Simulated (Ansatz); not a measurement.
Stepwise reaction of `[F][Ge]([F])([F])[Cl]` with hydrogen chloride, as a gas-phase model of exchange steps in deposition or etching. ΔE in kJ/mol; ΔG adds harmonic PBE0-D4 terms to CCSD(T)/CBS, at 1 bar.

Isolated molecules relaxed with PBE0-D4/def2-TZVP in Ansatz; ΔE leaves out vibrations. CCSD(T)/CBS adds triple-zeta CCSD(T) − MP2 to the extrapolated MP2 energy (def2 sets, frozen cores). This one scheme is used for every species. Functionals use def2-TZVPP. B3LYP here is the variant with VWN-RPA as its local correlation; programs differ in this. For Ge outer-core shells are correlated without core-valence functions, which leaves a few kJ/mol of doubt a bond. Scalar relativity is left out up to krypton.

```tsv
step	reaction	PBE-D4	B3LYP-D4	ωB97M-V	CCSD(T)/CBS	ΔG(500 K)
1	`[F][Ge]([F])([F])[Cl]` + HCl → `[F][Ge]([F])([Cl])[Cl]` + H–F	-14.0	-10.0	-8.8	-12.4	-8.3
2	`[F][Ge]([F])([Cl])[Cl]` + HCl → `[F][Ge]([Cl])([Cl])[Cl]` + H–F	-12.4	-8.7	-7.3	-11.7	-4.1
```

Task: Give the row of step 3, `[F][Ge]([Cl])([Cl])[Cl]` + HCl → `[Cl][Ge]([Cl])([Cl])[Cl]` + H–F. (Best estimate.)

Result: Computed: 
```
step                                                            reaction  PBE-D4  B3LYP-D4  ωB97M-V  CCSD(T)/CBS  ΔG(500 K)
   3  `[F][Ge]([Cl])([Cl])[Cl]` + HCl → `[Cl][Ge]([Cl])([Cl])[Cl]` + H–F   -11.4      -8.1     -6.6        -11.8        0.0
```

Task: By hand: ΔE of the 3 steps together at CCSD(T)/CBS.

Result: (-12.4) + (-11.7) + (-11.8) = -35.9 kJ/mol, or -12.0 kJ/mol a step.

In ΔE the steps differ by no more than 0.7 kJ/mol. All are downhill at CCSD(T)/CBS. ΔG lies between -8.3 and 0.0 kJ/mol a step. PBE-D4 differs from CCSD(T)/CBS by -1.6 to 0.4 kJ/mol a step. Isolated molecules leave out the surface, adducts and barriers. Largest T1 diagnostic: 0.012.
